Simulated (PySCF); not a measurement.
## Radial density of Ca⁺ (calcium, charge +1)

UHF, [Ar] 4p1, 2P determinant (an excited configuration). Computed with PySCF 2.14 in dyall-av3z (25s18p5d4f, 132 functions), with the spin-free X2C one-electron Hamiltonian (Gaussian nucleus).

```json
{"r (bohr)": "0.00107", "4πr²ρ (e/bohr)": "0.09443", "4πr²(ρα − ρβ)": "0.0000"}
{"r (bohr)": "0.00180", "4πr²ρ (e/bohr)": "0.2477", "4πr²(ρα − ρβ)": "0.0000"}
{"r (bohr)": "0.00303", "4πr²ρ (e/bohr)": "0.6390", "4πr²(ρα − ρβ)": "0.0000"}
{"r (bohr)": "0.00509", "4πr²ρ (e/bohr)": "1.599", "4πr²(ρα − ρβ)": "0.0000"}
{"r (bohr)": "0.00857", "4πr²ρ (e/bohr)": "3.800", "4πr²(ρα − ρβ)": "0.0000"}
{"r (bohr)": "0.0144", "4πr²ρ (e/bohr)": "8.264", "4πr²(ρα − ρβ)": "0.0001"}
{"r (bohr)": "0.0242", "4πr²ρ (e/bohr)": "15.45", "4πr²(ρα − ρβ)": "0.0002"}
{"r (bohr)": "0.0408", "4πr²ρ (e/bohr)": "22.43", "4πr²(ρα − ρβ)": "0.0008"}
{"r (bohr)": "0.0686", "4πr²ρ (e/bohr)": "22.25", "4πr²(ρα − ρβ)": "0.0030"}
{"r (bohr)": "0.115", "4πr²ρ (e/bohr)": "17.09", "4πr²(ρα − ρβ)": "0.0095"}
{"r (bohr)": "0.194", "4πr²ρ (e/bohr)": "22.05", "4πr²(ρα − ρβ)": "0.0160"}
{"r (bohr)": "0.326", "4πr²ρ (e/bohr)": "21.70", "4πr²(ρα − ρβ)": "0.0043"}
{"r (bohr)": "0.549", "4πr²ρ (e/bohr)": "7.259", "4πr²(ρα − ρβ)": "0.0110"}
{"r (bohr)": "0.923", "4πr²ρ (e/bohr)": "7.586", "4πr²(ρα − ρβ)": "0.0492"}
{"r (bohr)": "1.55", "4πr²ρ (e/bohr)": "4.201", "4πr²(ρα − ρβ)": "-0.0047"}
{"r (bohr)": "2.61", "4πr²ρ (e/bohr)": "0.4540", "4πr²(ρα − ρβ)": "0.1323"}
{"r (bohr)": "4.39", "4πr²ρ (e/bohr)": "0.2696", "4πr²(ρα − ρβ)": "0.2680"}
{"r (bohr)": "7.39", "4πr²ρ (e/bohr)": "0.04717", "4πr²(ρα − ρβ)": "0.0472"}
{"r (bohr)": "12.4", "4πr²ρ (e/bohr)": "0.0002475", "4πr²(ρα − ρβ)": "0.0002"}
```

Densities and radii are taken from the X2C orbitals without a picture-change correction, which distorts them close to the nucleus.

Task: Where is the radial spin density 4πr²(ρα − ρβ) most negative, and why is it negative at all?

Result: Around r = 1.55 bohr, down to -0.0047 e/bohr: exchange with the open shell polarises the paired shells in an unrestricted calculation.
